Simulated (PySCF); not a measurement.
A PySCF script (with the pyscf-properties extension) for the NMR shieldings of `CC1=NC(SC)=C(C)N=N1`, C6H9N3S, on a GFN2-xTB geometry:

```python
import basis_set_exchange as bse
import numpy as np
from pyscf import gto, dft
from pyscf.prop import nmr

atoms = """
C     2.525919   -1.216697   -0.620490
S     2.053905    0.530707   -0.673257
C     0.406228    0.416048   -0.113790
N    -0.078734   -0.772130    0.185621
C    -1.350169   -0.808414    0.603058
C    -1.921037   -2.136189    0.963649
N    -2.120357    0.254038    0.720910
N    -1.637566    1.435183    0.427755
C    -0.398956    1.573887    0.013400
C     0.108493    2.932978   -0.309659
H     1.876605   -1.776597   -1.285742
H     3.558402   -1.269514   -0.949315
H     2.421980   -1.577790    0.397596
H    -2.987090   -2.141343    0.757756
H    -1.416380   -2.923370    0.410952
H    -1.777103   -2.310973    2.029209
H     0.431755    2.970568   -1.349031
H    -0.676916    3.663325   -0.141046
H     0.971217    3.165532    0.313231
"""
names = dict.fromkeys(["C", "S", "N", "H"], "pcSseg-1")
basis = {el: gto.basis.parse(bse.get_basis(n, elements=[el], fmt="nwchem")) for el, n in names.items()}
mol = gto.M(atom=atoms, basis=basis, charge=0, verbose=0)
mf = dft.RKS(mol, xc="PBE0")
mf.grids.level = 2
mf.grids.alignment = dft.numint.BLKSIZE   # the property module wants whole blocks of grid points
mf.conv_tol = 1e-9
mf.kernel()

calc = nmr.RKS(mf)   # GIAO
C = mf.mo_coeff
Co = C[:, mf.mo_occ > 0]
resp = mf.gen_response(singlet=True, hermi=2)
def vind(x):   # induced exchange potential for any number of trial vectors
    d = np.einsum("pi,xij,qj->xpq", C, 2 * x.reshape(-1, C.shape[1], Co.shape[1]), Co, optimize=True)
    return np.einsum("xpq,pi,qj->xij", resp(d - d.transpose(0, 2, 1)), C, Co, optimize=True).ravel()
mo1, _ = nmr.rhf.solve_mo1(calc, with_cphf=vind)
sigma = calc.kernel(mo1)
for i, s in enumerate(sigma):   # ppm
    print("%2d %-2s %9.2f" % (i, mol.atom_pure_symbol(i), np.trace(s) / 3))
```

**Question.** Give the expected output.

**Answer.** 
```
 0 C     168.48
 1 S     474.58
 2 C      16.56
 3 N     -42.62
 4 C      18.09
 5 C     160.63
 6 N    -129.41
 7 N    -194.18
 8 C      29.11
 9 C     165.75
10 H      28.99
11 H      29.58
12 H      28.98
13 H      28.62
14 H      29.07
15 H      28.59
16 H      29.21
17 H      28.60
18 H      29.20
```

These numbers come from an equivalent density-fitted implementation of the same equations, which agrees with the script to about 0.01 ppm for H and up to a few tenths of a ppm for heavy atoms, so last digits may differ.

**Question.** Turn these shieldings into chemical shifts. Referencing at the same level of theory: TMS for ¹³C (σref 186.93), ¹H (σref 31.72); ³³S (σref 503.73) against CS2; NH3 for ¹⁵N (σref 267.73).

**Answer.** Averaging equivalent atoms: C 2: 170.4; C 4: 168.8; C 8: 157.8; C 5: 26.3; C 9: 21.2; C 0: 18.4; S 1: 29; N 7: 461.9; N 6: 397.1; N 3: 310.3; H 13/14/15: 2.95; H 16/17/18: 2.71; H 10/11/12: 2.53 ppm. Experimental scales use liquid or dissolved standards, which lie at an offset from isolated NH3 (liquid NH3: subtract about 20 ppm). Unscaled 15N shifts of sp2 nitrogen come out 20 to 40 ppm too high even then.

Size and cost of the density-fitted run: 222 basis functions, about 2.7 core-minutes.
